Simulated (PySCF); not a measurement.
Stepwise substitution at one centre (B H-CH3). All species are isolated molecules in the gas phase. Strings in code marks are SMILES.

The HOMO from two functionals at the same geometries (CAM-B3LYP-D3(BJ)/def2-TZVP), both in PySCF: PBE-D3(BJ)/def2-TZVP and CAM-B3LYP-D3(BJ)/def2-TZVP. 

```tsv
species	PBE-D3(BJ)/def2-TZVP (eV)
0 of 3 H replaced by CH3 (`B`)	-8.48
1 of 3 H replaced by CH3 (`BC`)	-7.58
2 of 3 H replaced by CH3 (`CBC`)	-7.24
3 of 3 H replaced by CH3 (`CB(C)C`)	-7.10
```

Task: What does CAM-B3LYP-D3(BJ)/def2-TZVP give for each?

Result: 
- 0 of 3 H replaced by CH3 (`B`): -11.46
- 1 of 3 H replaced by CH3 (`BC`): -10.49
- 2 of 3 H replaced by CH3 (`CBC`): -10.12
- 3 of 3 H replaced by CH3 (`CB(C)C`): -9.94
Over these rows, drawn at random from the members with no instability flagged (it was tested for open shells, ions and some series alone), PBE minus CAM-B3LYP-D3(BJ): mean +2.91 eV, from +2.85 eV to +2.98 eV.
